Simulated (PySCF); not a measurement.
Species: perfluoroethane, C2F6.
Z-matrix (Å and degrees, GFN2-xTB geometry), rows numbered from 1:
```
F 
C   1  1.3277
F   2  1.3277  1  108.43
F   2  1.3278  1  108.43  3  -117.54
C   2  1.5586  1  110.60  3   121.35
F   5  1.3276  2  110.62  1   -59.98
F   5  1.3278  2  110.44  1    60.08
F   5  1.3279  2  110.39  1  -180.00
```

The closed-shell ground state was solved at several levels (PySCF, density fitting, gas phase, non-relativistic). The dipole stays under 0.02 D at every level.

```tsv
level	basis functions	total energy (Eh)	HOMO (eV)	LUMO (eV)	gap (eV)
B3LYP/pcJ-1	216	-675.2742	-11.25	1.79	13.04
wB97X-D/def2-SVPD	178	-674.6146	-13.64	2.34	15.98
```

Question: Estimate the row for PBE0/pcSseg-1, a basis of 136 functions; the other rows only guide the guess.

Answer: Total energy -674.5849 Eh, HOMO -11.51 eV, LUMO 2.09 eV, gap 13.60 eV.

Question: Over all these levels, which gives the widest orbital gap and which the narrowest?

Answer: wB97X-D/def2-SVPD (range-separated hybrid) has the widest, 15.98 eV, and B3LYP/pcJ-1 (global hybrid, 20 % exact exchange) the narrowest, 13.04 eV. Functional and basis both differ between the two, so the spread mixes both effects.

Note: wB97X-D ran without an empirical dispersion term, which enters the total energy and its gradient alone.
